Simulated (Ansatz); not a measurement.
Ansatz (a program for electronic structure) input:

Ansatz 0.2 input:
```yaml
crystal:
  periodic: [false, false, false]
  atoms:
    - {symbol: Si, position_ang: [0.09818430, 0.00341673, -0.35047717]}
    - {symbol: O, position_ang: [1.16114572, -0.05726480, -1.45951897]}
    - {symbol: O, position_ang: [-1.50228724, 0.17265101, -0.79272785]}
    - {symbol: O, position_ang: [0.03274393, -1.36135559, 0.66439177]}
    - {symbol: O, position_ang: [0.28526293, 1.27729598, 0.76232505]}
    - {symbol: H, position_ang: [-2.05825181, 0.18977604, -0.01892208]}
    - {symbol: H, position_ang: [0.80674203, -1.89483381, 0.52164917]}
    - {symbol: H, position_ang: [1.14922805, 1.66075644, 0.65685274]}
basis:
  gaussian:
    orbitals: def2-TZVP
hamiltonian:
  xc: b3lyp
  dispersion: d3bj
total_charge: -1
relax: {f_tol: 0.002, max_steps: 150}
```

**Question.** What final total energy does it print?

**Answer.** -592.61881 Eh (B3LYP-D3(BJ)/def2-TZVP). The basis has 179 functions.

It need not be the lowest isomer of its formula. Whether it binds its extra electron was not tested at this geometry.
